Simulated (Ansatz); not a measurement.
BFH$_{4}$O$_{2}$Si, SMILES `OB(F)O[SiH3]` from Hartree–Fock to CCSD(T)

Cartesian coordinates in Å:
```
O 0.984 -1.278 0.706
B -0.318 -0.911 0.842
F -1.122 -1.593 1.659
O -0.819 0.138 0.161
Si -0.126 1.186 -0.916
H 1.223 -2.039 1.240
H -1.183 2.146 -1.307
H 0.357 0.446 -2.109
H 1.004 1.905 -0.277
```

Charge 0, multiplicity 1. The structure was optimised at the PBE0-D4/def2-TZVP level. It is one conformer, not always the lowest. Frozen core, restricted reference, the Gaussian-basis code of Ansatz. CBS rows extrapolate triple and quadruple zeta.

```
     basis     HF (Eh)  MP2 corr.  CCSD corr.       (T)  CCSD(T) total
def2-TZVPP  -565.47440          ?    -0.96091  -0.03131              ?
def2-QZVPP  -565.49688   -1.01388    -1.03086         ?              ?
 CBS(def2)           ?          ?    -1.08268  -0.03989              ?
```

Question: Fill in the withheld values. (An estimate is asked.)

Answer: Computed: def2-TZVPP MP2 corr.: -0.93483; def2-TZVPP CCSD(T) total: -566.46662; def2-QZVPP (T): -0.03624; def2-QZVPP CCSD(T) total: -566.56398; CBS(def2) HF (Eh): -565.49997; CBS(def2) MP2 corr.: -1.07244; CBS(def2) CCSD(T) total: -566.62254.
